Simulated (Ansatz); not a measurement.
Compare A (`NCC1BN1`) with its isomer B (`NB1CNC1`).

Isolated molecules relaxed with PBE0-D4/def2-TZVP in Ansatz; ΔE leaves out vibrations. CBS: MP2 limit from def2 TZ/QZ plus the TZ coupled-cluster correction, frozen cores. Functionals use def2-TZVPP. B3LYP here is the variant with VWN-RPA as its local correlation; programs differ in this. One conformer a species, not always the lowest.

A:

```xyz
12

N    -1.387    1.290   -0.640
C    -0.035    0.757   -0.632
C     0.276   -0.140    0.546
B     0.237   -1.703    0.482
N     1.416   -1.059    0.452
H    -2.055    0.530   -0.562
H    -1.535    1.885    0.166
H     0.656    1.608   -0.661
H     0.129    0.200   -1.561
H     0.164    0.365    1.511
H    -0.281   -2.767    0.457
H     2.415   -0.966    0.443
```

B:

Z-matrix (Å, degrees):
```
C
B 1 1.586
N 1 1.482 2 86.2
H 1 1.095 2 121.1 3 -115.9
H 1 1.101 2 112.3 3 114.6
N 2 1.384 1 135.9 3 163.9
C 2 1.586 1 88.2 3 -13.2
H 3 1.012 1 115.0 2 135.5
H 6 1.006 2 123.1 1 1.7
H 6 1.006 2 123.1 1 -177.5
H 7 1.101 2 112.3 1 -101.4
H 7 1.095 2 121.1 1 129.1
```

(1) Which is lower in electronic energy at CCSD(T)/CBS, and by how much? (Estimate.)

(2) Give E(B) − E(A) in kcal/mol with CCSD(T)/def2-TZVPP, B3LYP, ωB97M-V, B2PLYP, B3LYP-D4, PBE-D4, r2SCAN-D4. (An estimate is asked.)

Largest T1 diagnostic: 0.012.

Results:

(1) Ansatz gave: B, by 27.6 kcal/mol.

(2) The calculation gave: CCSD(T)/def2-TZVPP -27.9, B3LYP -27.5, ωB97M-V -28.2, B2PLYP -27.6, B3LYP-D4 -27.8, PBE-D4 -27.4, r2SCAN-D4 -27.5. None reverses the order clearly.

In def2-TZVPP, CCSD(T) changes the Hartree–Fock value by +1.3 kcal/mol (the triples alone add +0.5 kcal/mol) and MP2 by +1.7 kcal/mol. From PBE to PBE0 (25 % exact exchange), in def2-TZVPP and without D4, E(B) − E(A) moves by −1.2 kcal/mol.
